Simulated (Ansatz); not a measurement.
`[OH][Sc]([OH])[Cl]` and `[OH][Sc]([OH])[O][SiH3]` differ in one atom or group.

Ansatz, PBE0-D4/def2-TZVP geometries, multiplicity 1. Each molecule was computed in one conformer, which needn't be the lowest.

Scalar relativity is left out up to krypton.

```csv
property,`[OH][Sc]([OH])[Cl]`
HOMO energy (B3LYP/def2-TZVPP) / eV,-8.12
HOMO energy (ωB97M-V/def2-TZVPP) / eV,-10.68
LUMO energy (B3LYP/def2-TZVPP) / eV,-2.38
LUMO energy (ωB97M-V/def2-TZVPP) / eV,-0.39
LUMO energy (PBE0/def2-TZVPP) / eV,-1.98
HOMO–LUMO gap (PBE/def2-TZVPP) / eV,4.02
```

Q: What does the change do to each property? (Estimate.)

A: The calculation gave: 
| property | `[OH][Sc]([OH])[O][SiH3]` | shift |
| --- | --- | --- |
| HOMO energy (B3LYP/def2-TZVPP) / eV | -7.95 | 0.17 |
| HOMO energy (ωB97M-V/def2-TZVPP) / eV | -10.49 | 0.19 |
| LUMO energy (B3LYP/def2-TZVPP) / eV | -2.06 | 0.32 |
| LUMO energy (ωB97M-V/def2-TZVPP) / eV | -0.22 | 0.17 |
| LUMO energy (PBE0/def2-TZVPP) / eV | -1.67 | 0.31 |
| HOMO–LUMO gap (PBE/def2-TZVPP) / eV | 4.08 | 0.06 |

With PBE0 the HOMO rises by 0.23 eV and the LUMO rises by 0.31 eV, so the gap widens by about 0.08 eV. PBE moves the HOMO by 0.26 eV and ωB97M-V by 0.19 eV.

B3LYP here is the variant with VWN-RPA as its local correlation; programs differ in this.
